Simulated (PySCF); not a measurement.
A species of formula C3H5F3Si has this rotational fingerprint, computed with PySCF 2.14.0, PBE0-D3(BJ)/def2-SVP geometry optimisation, gas phase:

- Rotational constants: A = 2910, B = 1841, C = 1520 MHz
- Dipole components: |μa| = 1.41 D, |μb| = 0.70 D, |μc| = 0.93 D
- Inertial defect: -115.64 u·Å²
- κ: -0.54

Problem. Which candidate fits, each taken in the one conformer that was computed?
A. `FC(F)(F)[C@@H]1[SiH2]C1`
B. `[CH2:1]=[CH:2][CH2:3][Si:4]([F:5])([F:6])[F:7]` with C1–C2–C3–Si4 -105°
C. `C(C([SiH3])=C)(F)(F)F`
D. `[F:1][CH:2]([F:3])[C@@:4]1([F:5])[CH2:6][SiH2:7]1` with F1–C2–C4–F5 67°
E. `[F:1][CH2:2]/[C:3]([F:4])=[C:5](\[F:6])[SiH3:7]` with F1–C2–C3–F4 65°

Solution. D. It is FC(F)[C@@]1(F)C[SiH2]1, an asymmetric top, point group C1. The candidates at the same level (rigid rotor, commonest isotopes):

```
                SMILES  A (MHz)  B (MHz)  C (MHz)  μa (D)  μb (D)  μc (D)  Δ (u·Å²)  point group                        rotor
       C=CC[Si](F)(F)F     3531     1348     1328    1.97    0.64    1.20   -137.62           C1  near-prolate asymmetric top
FC(F)[C@@]1(F)C[SiH2]1     2910     1841     1520    1.41    0.70    0.93   -115.64           C1               asymmetric top
   C=C([SiH3])C(F)(F)F     3186     1661     1370    1.47    1.57    0.01    -93.85      near Cs               asymmetric top
FC(F)(F)[C@H]1C[SiH2]1     3919     1537     1417    2.44    0.34    0.63   -100.94           C1  near-prolate asymmetric top
   FC/C(F)=C(\F)[SiH3]     3687     1257     1002    0.89    0.26    1.28    -34.55           C1               asymmetric top
```

`C=C([SiH3])C(F)(F)F` has C 10 % too low; `FC(F)(F)[C@H]1C[SiH2]1` has A 35 % too high; `C=CC[Si](F)(F)F` has B 27 % too low; `FC/C(F)=C(\F)[SiH3]` has C 34 % too low. No structure here is proved a minimum.
